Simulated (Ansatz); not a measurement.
hydrogen peroxide (H₂O₂), singlet, geometry from GFN2-xTB. Base run: Ansatz (a quantum-chemistry and plane-wave program) with PBE0/pcseg-1.

Here is a job for Ansatz.
Ansatz 0.2 input:
```yaml
crystal:
  periodic: [false, false, false]
  atoms:
    - {symbol: O, position_ang: [-0.02311961, 0.70996455, -0.01256427]}
    - {symbol: O, position_ang: [0.02311961, -0.70996455, 0.01256427]}
    - {symbol: H, position_ang: [0.91389752, 0.94248526, -0.03262698]}
    - {symbol: H, position_ang: [-0.91389752, -0.94248526, 0.03262698]}
basis:
  gaussian:
    orbitals: pcseg-1.json
hamiltonian:
  xc: pbe0
```
The basis file holds pcseg-1 in the JSON format of the Basis Set Exchange.

The base run was repeated with changes; each row names its change, and settings that it needs were set with it.

```csv
change,ΔE vs base (kcal/mol)
base,0.000
lower_state_search = full,0.000
"point_charge = charge:1.0 position_ang:3.1099, 1.541, -2.5608",2.34
"point_charge = charge:-1.0 position_ang:1.6327, 2.8542, -2.7913",-2.34
accuracy = high,-0.008
"final_grid = 14, 28, 59",0.000
lower_state_search = light,0.000
"final_grid = 10, 20, 41",0.000
fitting.mean_field = cc-pVTZ-JKFIT,-0.031
lower_state_search = off,0.000
forces = on,-0.008
```
